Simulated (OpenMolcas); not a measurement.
**Mn3+: ligand-field states by method**

Mn3+ with its 6 nearest fluoride ions at 2.033 Å, on the Y site of Cs2NaYF6 (a = 9.075 Å, distance in the model lattice 2.178 Å). The rest of the host is ab initio model potentials to 7.6 Å, with orthogonalisation functions on the cations behind the ligands, and point charges beyond; the distance is set by hand and nothing relaxes. Ligand basis ANO-RCC-VDZP.

```json
{
  "Program": "OpenMolcas",
  "Basis": "ANO-RCC-VDZP [5s4p2d1f]",
  "Scalar Hamiltonian": "DKH2, point nucleus",
  "Active space": "4 electrons in 5 orbitals (3d)",
  "State averaging": "2S+1 = 5 even, 5 roots; 2S+1 = 3 even, 45 roots; 2S+1 = 1 even, 50 roots",
  "Spin-orbit coupling": "state interaction with AMFI integrals over the reference wave functions"
}
```

I. CASSCF
II. SS-CASPT2, IPEA 0.25 Eh, imaginary shift 0.1 Eh (closed shells correlated: 3s 3p and the ligand valence shells)

Spin-free states (labels of O, the rotations of Oh) in cm-1, each column counted from its own energy of the first state listed:

```json
{"State": "5E", "Degeneracy": "2", "I": "0", "II": "0"}
{"State": "5T2", "Degeneracy": "3", "I": "10439", "II": "12720"}
{"State": "3T1", "Degeneracy": "3", "I": "15203", "II": "10100"}
{"State": "3E", "Degeneracy": "2", "I": "22497", "II": "18540"}
{"State": "3T1", "Degeneracy": "3", "I": "24028", "II": "18870"}
{"State": "3T2", "Degeneracy": "3", "I": "24796", "II": "19830"}
{"State": "1T2", "Degeneracy": "3", "I": "26739", "II": "18520"}
{"State": "3A2", "Degeneracy": "1", "I": "26807", "II": "21240"}
{"State": "3A1", "Degeneracy": "1", "I": "27523", "II": "21730"}
{"State": "1E", "Degeneracy": "2", "I": "27736", "II": "20100"}
{"State": "3E", "Degeneracy": "2", "I": "30892", "II": "25000"}
{"State": "3T1", "Degeneracy": "3", "I": "32507", "II": "30650"}
{"State": "1A1", "Degeneracy": "1", "I": "32659", "II": "22900"}
{"State": "3T2", "Degeneracy": "3", "I": "33620", "II": "31500"}
{"State": "1A2", "Degeneracy": "1", "I": "33910", "II": "27690"}
{"State": "1T2", "Degeneracy": "3", "I": "34182", "II": "27230"}
{"State": "3T1", "Degeneracy": "3", "I": "34428", "II": "31740"}
{"State": "1T1", "Degeneracy": "3", "I": "35980", "II": "28840"}
{"State": "3T2", "Degeneracy": "3", "I": "39804", "II": "36880"}
{"State": "1E", "Degeneracy": "2", "I": "40509", "II": "31470"}
```

From I to II, I's first state of the same spin (5T2) moves from 10439 to 12720 cm-1, by about +2300 cm-1.

From I to II, I's first state of another spin (3T1) moves from 15203 to 10100 cm-1, by about -5100 cm-1.

I: A least-squares ligand-field fit to the states below 45000 cm-1, each weighted by its degeneracy and with a free common offset, gives 10Dq = 10160 cm-1, B = 1132 cm-1 and C = 4273 cm-1 (C/B = 3.78), with an rms deviation of 127 cm-1. The same method and metal basis give the free ion B = 1220 cm-1 (fit to its terms below 60000 cm-1, rms deviation 47 cm-1), so the nephelauxetic ratio is β = 1132 / 1220 = 0.93; it hangs on how both fits weigh the states, and computed free-ion B values tend to be too large, so β mixes covalency with correlation.

χT at 300 K: I 2.93, II 2.94 cm3 K/mol.

Roots that are degenerate in the reference are averaged as groups; the widest CASPT2 spread within a group is 180 cm-1 (the 3-fold group of multiplicity 1 near 28800 cm-1 above the lowest state of its run, II). Shifts and gaps below about the spread of the groups concerned are not significant. Over all roots computed the reference weight is 0.71 to 0.73 in II; a low but even weight reflects the number of correlated electrons. An orbital doublet at a regular site is open to a Jahn-Teller distortion, which this geometry leaves out. Ligand-to-metal charge-transfer states are missing. With no ligand orbital active B as a rule stays too high, so bands that hang on it stand too high and its fall with covalency is understated. Without dynamic correlation the repulsion within the d shell is too large (B by tens of per cent), so at a given field states of lower spin stand too high (holds for I). With metal d orbitals alone and no dynamic correlation 10Dq can be off by a tenth to a fifth, either way, in oxide and fluoride hosts (holds for I). This shell can be high or low spin here, a state of another spin lies low, and with metal d orbitals alone active their balance is uncertain, so the ground spin may be wrong (holds for II). These CASPT2 states fit no ligand-field parameters well, so their order and spin gaps are uncertain (holds for II). With one d shell and no ligand orbital active, 10Dq can be off by a tenth or more (holds for II). Free-ion shares, where given, are those of the reference states; single-state CASPT2 does not remix them (holds for II). No measured value stands beside these numbers; the geometry was set by hand and not optimised.
